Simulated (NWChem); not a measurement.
System: ammonia borane (BNH6); SMILES [BH3-][NH3+]

The following NWChem deck was run.

```
start job
memory heap 200 mb stack 900 mb global 1100 mb
geometry units angstroms
  B     -0.906645     0.124212    -0.022551
  N      0.735882    -0.100815     0.018306
  H     -1.310254    -0.620518    -0.859288
  H     -1.065049     1.270628    -0.302256
  H     -1.293458    -0.147529     1.070227
  H      0.923611    -1.067335     0.255891
  H      1.129087     0.516496     0.718424
  H      1.114500     0.116935    -0.895520
end
basis spherical
  * library def2-svp
end
dft
  xc b3lyp
  iterations 150
end
driver
  maxiter 150
end
task dft optimize
```

Parts of the log:

```
             Northwest Computational Chemistry Package (NWChem) 7.3.0
             --------------------------------------------------------

 C3  symmetry detected

                             Geometry "geometry" -> ""
                             -------------------------

 Output coordinates in angstroms (scale by  1.889725989 to convert to a.u.)

  No.       Tag          Charge          X              Y              Z
 ---- ---------------- ---------- -------------- -------------- --------------
    1 B                    5.0000     0.00000000     0.00000000    -0.92192030
    2 N                    7.0000     0.00000000     0.00000000     0.73645282
    3 H                    1.0000    -1.02321694    -0.51834840    -1.24124536
    4 H                    1.0000     0.96051135    -0.62695766    -1.24124536
    5 H                    1.0000     0.06270559     1.14530606    -1.24124536
    6 H                    1.0000    -0.80267251     0.52657043     1.05938928
    7 H                    1.0000     0.85735962     0.43184957     1.05938928
    8 H                    1.0000    -0.05468711    -0.95842000     1.05938928

 Effective nuclear repulsion energy (a.u.)      40.7878227130

      Symmetry information
      --------------------

 Group name             C3
 Group number              5
 Group order               3
 No. of unique centers     4

                                Z-matrix (autoz)
                                --------

 Units are Angstrom for bonds and degrees for angles

      Type          Name      I     J     K     L     M      Value
      ----------- --------  ----- ----- ----- ----- ----- ----------
    1 Stretch                  1     2                       1.65837
    2 Stretch                  1     3                       1.19064
    3 Stretch                  1     4                       1.19064
    4 Stretch                  1     5                       1.19064
    5 Stretch                  2     6                       1.01284
    6 Stretch                  2     7                       1.01284
    7 Stretch                  2     8                       1.01284
    8 Bend                     1     2     6               108.59291
    9 Bend                     1     2     7               108.59291
   10 Bend                     1     2     8               108.59291
   11 Bend                     2     1     3               105.55694
   12 Bend                     2     1     4               105.55694
   13 Bend                     2     1     5               105.55694
   14 Bend                     3     1     4               113.08563
   15 Bend                     3     1     5               113.08563
   16 Bend                     4     1     5               113.08563
   17 Bend                     6     2     7               110.33506
   18 Bend                     6     2     8               110.33506
   19 Bend                     7     2     8               110.33506
   20 Torsion                  3     1     2     6         -60.13192
   21 Torsion                  3     1     2     7         179.86808
   22 Torsion                  3     1     2     8          59.86808
   23 Torsion                  4     1     2     6         179.86808
   24 Torsion                  4     1     2     7          59.86808
   25 Torsion                  4     1     2     8         -60.13192
   26 Torsion                  5     1     2     6          59.86808
   27 Torsion                  5     1     2     7         -60.13192
   28 Torsion                  5     1     2     8         179.86808

                           NWChem Geometry Optimization
                           ----------------------------

 maximum gradient threshold         (gmax) =   0.000450
 rms gradient threshold             (grms) =   0.000300
 maximum cartesian step threshold   (xmax) =   0.001800
 rms cartesian step threshold       (xrms) =   0.001200
 fixed trust radius                (trust) =   0.300000
 source of zmatrix                         =   autoz

          -------------------
          Energy Minimization
          -------------------

 Using diagonal initial Hessian
 Scaling for Hessian diagonals: bonds = 1.00  angles = 0.25  torsions = 0.10

          --------
          Step   0

                                 NWChem DFT Module
                                 -----------------

 Summary of "ao basis" -> "ao basis" (spherical)
 ------------------------------------------------------------------------------
       Tag                 Description            Shells   Functions and Types
 ---------------- ------------------------------  ------  ---------------------
 B                          def2-svp                 6       14   3s2p1d
 N                          def2-svp                 6       14   3s2p1d
 H                          def2-svp                 3        5   2s1p

      Symmetry analysis of basis
      --------------------------

        a          22
        e+         18
        e-         18

  Rotation of axis

[...]

      ----------------------
      Optimization converged
      ----------------------

  Step       Energy      Delta E   Gmax     Grms     Xrms     Xmax
  ---- ---------------- -------- -------- -------- -------- --------
@    4     -83.15657427 -1.1D-06  0.00021  0.00005  0.00045  0.00139
                                     ok       ok       ok       ok

                                Z-matrix (autoz)
                                --------

 Units are Angstrom for bonds and degrees for angles

      Type          Name      I     J     K     L     M      Value     Gradient
      ----------- --------  ----- ----- ----- ----- ----- ---------- ----------
    1 Stretch                  1     2                       1.65378    0.00021
    2 Stretch                  1     3                       1.22257   -0.00006
    3 Stretch                  1     4                       1.22257   -0.00006
    4 Stretch                  1     5                       1.22257   -0.00006
    5 Stretch                  2     6                       1.02281    0.00004
    6 Stretch                  2     7                       1.02281    0.00004
    7 Stretch                  2     8                       1.02281    0.00004
    8 Bend                     1     2     6               111.28885    0.00002
    9 Bend                     1     2     7               111.28885    0.00002
   10 Bend                     1     2     8               111.28885    0.00002
   11 Bend                     2     1     3               105.08765   -0.00003
   12 Bend                     2     1     4               105.08765   -0.00003
   13 Bend                     2     1     5               105.08765   -0.00003
   14 Bend                     3     1     4               113.47624    0.00003
   15 Bend                     3     1     5               113.47624    0.00003
   16 Bend                     4     1     5               113.47624    0.00003
   17 Bend                     6     2     7               107.59402   -0.00002
   18 Bend                     6     2     8               107.59402   -0.00002
   19 Bend                     7     2     8               107.59402   -0.00002
   20 Torsion                  3     1     2     6         -60.12108   -0.00000
   21 Torsion                  3     1     2     7         179.87892   -0.00000
   22 Torsion                  3     1     2     8          59.87892   -0.00000
   23 Torsion                  4     1     2     6         179.87892   -0.00000
   24 Torsion                  4     1     2     7          59.87892   -0.00000
   25 Torsion                  4     1     2     8         -60.12108   -0.00000
   26 Torsion                  5     1     2     6          59.87892   -0.00000
   27 Torsion                  5     1     2     7         -60.12108   -0.00000
   28 Torsion                  5     1     2     8         179.87892   -0.00000

                         Geometry "geometry" -> "geometry"
                         ---------------------------------

 Output coordinates in angstroms (scale by  1.889725989 to convert to a.u.)

  No.       Tag          Charge          X              Y              Z
 ---- ---------------- ---------- -------------- -------------- --------------
    1 B                    5.0000     0.00000000     0.00000000    -0.93819003
    2 N                    7.0000     0.00000000     0.00000000     0.71559081
    3 H                    1.0000    -1.05305731    -0.53336556    -1.25642072
    4 H                    1.0000     0.98843678    -0.64529160    -1.25642072
    5 H                    1.0000     0.06462053     1.17865717    -1.25642072
    6 H                    1.0000    -0.79690869     0.52265945     1.08694188
    7 H                    1.0000     0.85109071     0.42881344     1.08694188
    8 H                    1.0000    -0.05418202    -0.95147289     1.08694188

 Effective nuclear repulsion energy (a.u.)      40.4072129686

      Symmetry information
      --------------------

 Group name             C3
 Group number              5
 Group order               3
 No. of unique centers     4

                Final and change from initial internal coordinates
                --------------------------------------------------

                                Z-matrix (autoz)
                                --------

 Units are Angstrom for bonds and degrees for angles

[...]
```

Level: B3LYP/def2-SVP.
